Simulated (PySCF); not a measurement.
A PySCF script (with the pyscf-properties extension) for the NMR shieldings of `COB[C@H]1C=CC1`, C₅H₉BO, on a GFN2-xTB geometry:

```python
import basis_set_exchange as bse
import numpy as np
from pyscf import gto, dft
from pyscf.prop import nmr

atoms = """
C     2.978644    0.079992    0.705630
O     1.632284   -0.318364    0.740256
B     0.680591    0.140175   -0.063971
C    -0.790456   -0.415115    0.161899
C    -1.833139    0.639190    0.459551
C    -2.544045    0.403347   -0.637169
C    -1.647191   -0.701446   -1.112053
H     3.238776    0.520980    1.670716
H     3.600231   -0.802959    0.541019
H     3.165629    0.809412   -0.087506
H     0.907548    0.943890   -0.903985
H    -0.806311   -1.240192    0.876803
H    -1.916747    1.331815    1.277898
H    -3.434511    0.828438   -1.065739
H    -2.099966   -1.691413   -1.131511
H    -1.138938   -0.518807   -2.057528
"""
names = dict.fromkeys(["C", "O", "B", "H"], "pcSseg-1")
basis = {el: gto.basis.parse(bse.get_basis(n, elements=[el], fmt="nwchem")) for el, n in names.items()}
mol = gto.M(atom=atoms, basis=basis, charge=0, verbose=0)
mf = dft.RKS(mol, xc="PBE0")
mf.grids.level = 2
mf.grids.alignment = dft.numint.BLKSIZE   # the property module wants whole blocks of grid points
mf.conv_tol = 1e-9
mf.kernel()

calc = nmr.RKS(mf)   # GIAO
C = mf.mo_coeff
Co = C[:, mf.mo_occ > 0]
resp = mf.gen_response(singlet=True, hermi=2)
def vind(x):   # induced exchange potential for any number of trial vectors
    d = np.einsum("pi,xij,qj->xpq", C, 2 * x.reshape(-1, C.shape[1], Co.shape[1]), Co, optimize=True)
    return np.einsum("xpq,pi,qj->xij", resp(d - d.transpose(0, 2, 1)), C, Co, optimize=True).ravel()
mo1, _ = nmr.rhf.solve_mo1(calc, with_cphf=vind)
sigma = calc.kernel(mo1)
for i, s in enumerate(sigma):   # ppm
    print("%2d %-2s %9.2f" % (i, mol.atom_pure_symbol(i), np.trace(s) / 3))
```

**Question.** What are the results?

**Answer.** 
```
 0 C     124.03
 1 O     148.91
 2 B      52.10
 3 C     144.59
 4 C      40.13
 5 C      41.54
 6 C     154.03
 7 H      27.40
 8 H      27.40
 9 H      27.67
10 H      26.66
11 H      29.13
12 H      25.48
13 H      25.31
14 H      29.06
15 H      29.27
```

These numbers come from an equivalent density-fitted implementation of the same equations, which agrees with the script to about 0.01 ppm for H and up to a few tenths of a ppm for heavy atoms, so last digits may differ.

Size and cost of the density-fitted run: 164 basis functions, 39 s wall time on 1 thread of an Arm Neoverse N1, shared host; peak memory 0.74 GiB.
